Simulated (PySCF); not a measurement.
## Two-component Hartree-Fock for Ga¹⁴⁺ (gallium, charge +14)

Start: [Ne] 3s2 3p5; 3p1/2 filled at m_j = -1/2, +1/2; 3p3/2 filled at m_j = -1/2, +1/2, +3/2. Calculated with PySCF 2.14 in an uncontracted even-tempered set (19 s from 1.2 bohr⁻², ratio 2.4; 14 p from 1.5 bohr⁻², ratio 2.4; 5 d from 8.1 bohr⁻², ratio 2.6; 4 f from 12 bohr⁻², ratio 2.6): generalised Hartree-Fock with the X2C-1e Hamiltonian and a Gaussian nucleus; one run each with spin-orbit coupling (SO) switched off, then screened by Boettger's factors.

```csv
spinor shell,electrons,"ε, spin-free (eV)","ε, screened SO (eV)",weight of nominal j (screened SO),"rms radius, screened SO (bohr)"
1s1/2,2,-10913.3,-10912.9,1.000,0.0560
2s1/2,2,-1812.9,-1812.7,1.000,0.234
2p1/2,2,-1635.0,-1654.8,0.999,0.206
2p3/2,4,-1635.0,-1625.2,1.000,0.210
3s1/2,2,-570.52,-570.45,1.000,0.610
3p1/2,2,-511.90,-515.59,0.927,0.608
3p3/2,3,-511.90,-510.00,0.951,0.613
```

| quantity | spin-free | screened SO |
| --- | --- | --- |
| E (hartree) | -1850.42400 | -1850.55465 |
| M_J | 3/2 | 3/2 |
| ⟨J²⟩ | 3.752 | 3.752 |
| ⟨L²⟩ | 2.001 | 2.003 |
| ⟨S²⟩ | 0.750 | 0.752 |

Each row is a mean over spinors that exchange with the open shell spreads, by up to 9.511 eV (3s1/2).

Without spin-orbit coupling the j labels of p, d and f shells carry no meaning; the spin-free column gives the mean over the occupied spinors of each nl shell.
